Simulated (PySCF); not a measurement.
HSZn, SMILES [SH][Zn] (connectivity only; charge and spin as stated), neutral, multiplicity 2.

The structure is a stationary point at PBE0-D3(BJ)/def2-TZVP. The spin state was assumed, not searched. The isomer is the one that the SMILES or the coordinates give; other isomers of the formula were not compared.

Two levels are set side by side: PBE/def2-TZVPD (PySCF) and PBE0/def2-TZVPD (PySCF). Same geometry, gas phase. Differences are taken from unrounded values.

```
quantity                     PBE0   PBE  PBE minus PBE0
---------------------------  ----  ----  --------------
α-spin orbital gap (eV)      4.88  3.35           -1.53
β-spin orbital gap (eV)      4.02  1.96           -2.06
dipole moment (D)            1.93  1.65           -0.29
mean polarisability (bohr³)  61.0  61.7             0.7
```

Rough cost on one machine, each run with all the roots and properties that it gave: PBE0 against PBE about 1/2.
